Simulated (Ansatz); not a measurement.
Consider the ligand exchange at the Si–O bond: `CO[SiH2]SC` + H₂Se → `CS[SiH2][SeH]` + CH₃OH.

Isolated molecules relaxed with PBE0-D4/def2-TZVP in Ansatz; ΔE leaves out vibrations. CBS: MP2 limit from def2 TZ/QZ plus the TZ coupled-cluster correction, frozen cores. This one scheme is used for every species. DFT in def2-TZVPP. B3LYP here is the variant with VWN-RPA as its local correlation; programs differ in this. For Se outer-core shells are correlated without core-valence functions, which leaves a few kJ/mol of doubt a bond. Scalar relativity is left out up to krypton. Each species was taken in one conformer, which may not be the lowest.

`CO[SiH2]SC`:

Z-matrix (Å, degrees):
```
C
O 1 1.411
H 1 1.091 2 108.1
H 1 1.095 2 111.3 3 119.6
H 1 1.096 2 111.3 3 -119.2
Si 2 1.640 1 123.0 3 -177.4
S 6 2.121 2 113.3 1 60.5
H 6 1.487 2 111.6 1 -56.7
H 6 1.481 2 104.2 1 -178.7
C 7 1.818 6 99.4 2 64.5
H 10 1.089 7 111.1 6 -61.5
H 10 1.089 7 106.9 6 179.6
H 10 1.090 7 110.8 6 60.9
```

H₂Se:

```xyz
3

Se    0.418    0.518    0.159
H    -0.535   -0.302    0.916
H     0.117   -0.217   -1.074
```

`CS[SiH2][SeH]`:

Z-matrix (Å, degrees):
```
C
S 1 1.814
H 1 1.089 2 106.8
H 1 1.090 2 111.0 3 118.8
H 1 1.090 2 110.5 3 -118.7
Si 2 2.117 1 100.1 3 172.9
Se 6 2.290 2 111.9 1 -59.5
H 6 1.485 2 112.6 1 59.7
H 6 1.482 2 104.6 1 -179.6
H 7 1.468 6 92.3 2 122.7
```

CH₃OH:

Z-matrix (Å, degrees):
```
C
O 1 1.409
H 1 1.097 2 112.4
H 1 1.090 2 107.0 3 -118.5
H 1 1.097 2 112.4 3 123.0
H 2 0.959 1 108.5 3 -61.6
```

**Question.** Is it downhill or uphill in electronic energy at CCSD(T)/CBS, and by how much? (An estimate is asked.)

**Answer.** Computed: Uphill: ΔE = +35.1 kJ/mol.

**Question.** What do these levels give: PBE-D4, r2SCAN-D4, PBE0-D4, B2PLYP, PBE0, B3LYP, MP2/def2-TZVPP, SCS-MP2/def2-TZVPP, CCSD/def2-TZVPP, HF/def2-QZVPP, SCS-MP2/def2-QZVPP, HF/CBS(def2)? (Best estimate.)

**Answer.** The calculation gave: PBE-D4 25.6, r2SCAN-D4 36.6, PBE0-D4 27.2, B2PLYP 41.8, PBE0 27.4, B3LYP 41.4, MP2/def2-TZVPP 37.2, SCS-MP2/def2-TZVPP 42.2, CCSD/def2-TZVPP 42.5, HF/def2-QZVPP 52.4, SCS-MP2/def2-QZVPP 39.8, HF/CBS(def2) 52.6 kJ/mol.

Largest T1 diagnostic among the species: 0.011.

In def2-TZVPP, CCSD(T) changes the Hartree–Fock value by −10.2 kJ/mol (the triples alone add −1.8 kJ/mol) and MP2 by −13.7 kJ/mol.
